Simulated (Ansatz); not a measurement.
Geometry optimisation, RHF/def2-SVP in Ansatz.

Input file:

```yaml
crystal:
  periodic: [false, false, false]
  atoms:
    - { symbol: B, position_ang: [0.006109, -0.270359, 0.015166] }
    - { symbol: O, position_ang: [0.000536, -0.406386, 1.398987] }
    - { symbol: H, position_ang: [-0.827662, -0.646052, 1.785812] }
    - { symbol: C, position_ang: [1.384215, -0.073821, -0.720503] }
    - { symbol: H, position_ang: [1.722423, -1.056075, -1.06968] }
    - { symbol: H, position_ang: [1.288682, 0.565545, -1.598168] }
    - { symbol: H, position_ang: [2.15936, 0.326854, -0.065859] }
    - { symbol: O, position_ang: [-1.131111, -0.381574, -0.713712] }
    - { symbol: H, position_ang: [-1.942999, -0.479444, -0.240024] }
    - { symbol: Br, position_ang: [-0.153268, 2.870044, 0.848501] }
    - { symbol: H, position_ang: [0.295215, 1.760169, 1.731981] }
basis:
  gaussian: { orbitals: def2-SVP }
hamiltonian:
  xc: hf
relax:
  f_tol: 0.03
  max_steps: 50
output:
  orbitals: {}
```

Command:

```bash
$ ansatz run input.yaml --threads 2 --pin off --max-ram 3072MiB --backend cpu --events-out ev --progress --plain --runs-dir out
```

Question: Where does it end, and by what steps?

Answer: The run converged. The force dipped under the threshold on the way, but the program's further checks kept it going. After 25 steps the energy has fallen by 0.274 eV; Br10 moved furthest, 1.91 Å.

```json
{"step": "0", "energy less start (eV)": "0.0000", "largest force component (eV/Å)": "1.438", "accepted": "yes"}
{"step": "1", "energy less start (eV)": "-0.1515", "largest force component (eV/Å)": "0.508", "accepted": "yes"}
{"step": "2", "energy less start (eV)": "-0.1863", "largest force component (eV/Å)": "0.297", "accepted": "yes"}
{"step": "3", "energy less start (eV)": "-0.1976", "largest force component (eV/Å)": "0.111", "accepted": "yes"}
{"step": "4", "energy less start (eV)": "-0.2133", "largest force component (eV/Å)": "0.757", "accepted": "yes"}
{"step": "5", "energy less start (eV)": "-0.2114", "largest force component (eV/Å)": "0.835", "accepted": "no"}
{"step": "6", "energy less start (eV)": "-0.2260", "largest force component (eV/Å)": "0.122", "accepted": "yes"}
{"step": "7", "energy less start (eV)": "-0.2332", "largest force component (eV/Å)": "0.067", "accepted": "yes"}
{"step": "8", "energy less start (eV)": "-0.2382", "largest force component (eV/Å)": "0.358", "accepted": "yes"}
{"step": "9", "energy less start (eV)": "-0.2443", "largest force component (eV/Å)": "0.240", "accepted": "yes"}
{"step": "10", "energy less start (eV)": "-0.2463", "largest force component (eV/Å)": "0.340", "accepted": "yes"}
{"step": "11", "energy less start (eV)": "-0.2534", "largest force component (eV/Å)": "0.194", "accepted": "yes"}
{"step": "12", "energy less start (eV)": "-0.2547", "largest force component (eV/Å)": "0.235", "accepted": "yes"}
{"step": "13", "energy less start (eV)": "-0.2610", "largest force component (eV/Å)": "0.074", "accepted": "yes"}
{"step": "14", "energy less start (eV)": "-0.2649", "largest force component (eV/Å)": "0.013", "accepted": "yes"}
{"step": "15", "energy less start (eV)": "-0.2626", "largest force component (eV/Å)": "0.423", "accepted": "no"}
{"step": "16", "energy less start (eV)": "-0.2673", "largest force component (eV/Å)": "0.067", "accepted": "yes"}
{"step": "17", "energy less start (eV)": "-0.2688", "largest force component (eV/Å)": "0.135", "accepted": "yes"}
{"step": "18", "energy less start (eV)": "-0.2702", "largest force component (eV/Å)": "0.154", "accepted": "yes"}
{"step": "19", "energy less start (eV)": "-0.2715", "largest force component (eV/Å)": "0.126", "accepted": "yes"}
{"step": "20", "energy less start (eV)": "-0.2724", "largest force component (eV/Å)": "0.105", "accepted": "yes"}
{"step": "21", "energy less start (eV)": "-0.2733", "largest force component (eV/Å)": "0.057", "accepted": "yes"}
{"step": "22", "energy less start (eV)": "-0.2738", "largest force component (eV/Å)": "0.004", "accepted": "yes"}
{"step": "23", "energy less start (eV)": "-0.2740", "largest force component (eV/Å)": "0.011", "accepted": "yes"}
{"step": "24", "energy less start (eV)": "-0.2740", "largest force component (eV/Å)": "0.062", "accepted": "no"}
{"step": "25", "energy less start (eV)": "-0.2742", "largest force component (eV/Å)": "0.015", "accepted": "yes"}
```

```xyz
11
Properties=species:S:1:pos:R:3
B -0.117 -0.406 -0.176
O -0.552 0.332 0.892
H -1.388 0.098 1.263
C 1.277 -0.074 -0.831
H 1.956 -0.923 -0.701
H 1.166 0.072 -1.909
H 1.748 0.811 -0.403
O -0.855 -1.424 -0.686
H -1.684 -1.614 -0.278
Br 0.891 3.250 2.403
H 0.359 2.087 1.798
```

The run took 37 s on 2 threads of Intel(R) Xeon(R) 6975P-C (Granite Rapids), with other jobs on the host, peak memory 0.29 GiB.
